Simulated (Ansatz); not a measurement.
C₃H₅F₃O, SMILES `CC(F)(F)OCF`. Charge 0, multiplicity 1.

```csv
atom,x (Å),y (Å),z (Å)
C1,0.8852,-0.6101,1.4563
C2,0.1730,-0.5089,0.1436
F3,1.0082,-0.7897,-0.8872
F4,-0.8142,-1.4465,0.0588
O5,-0.3703,0.7380,-0.0065
C6,-0.9491,1.0272,-1.2390
F7,-0.0381,1.6339,-2.0539
H8,1.2907,-1.6149,1.5642
H9,0.1847,-0.4072,2.2649
H10,1.6936,0.1189,1.4836
H11,-1.7558,1.7352,-1.0476
H12,-1.3080,0.1241,-1.7370
```

Q: List the harmonic frequencies (cm⁻¹, unscaled) at PBE0-D4/def2-TZVP in Ansatz. (An estimate is asked.)

A: Computed: 67, 110, 218, 248, 334, 371, 466, 543, 605, 656, 823, 947, 956, 1081, 1122, 1170, 1191, 1241, 1309, 1318, 1430, 1451, 1473, 1478, 1523, 3085, 3089, 3153, 3182, 3182.

Q: Is this a minimum?

A: Yes, all 30 modes are real.

Q: Give the ideal-gas thermochemistry at 298.15 K and 1 bar (rigid rotor, harmonic oscillator; point group C1, symmetry number 1).

A: Zero-point energy 226.2 kJ/mol; H(298) − E = 247.4 kJ/mol; entropy 351.5 J/(mol·K), of which translation 167.9, rotation 114.9, vibration 68.7; G(298) − E = 142.6 kJ/mol. Modes under 100 cm⁻¹ are hindered rotations or soft bends, so the harmonic entropy is rough.
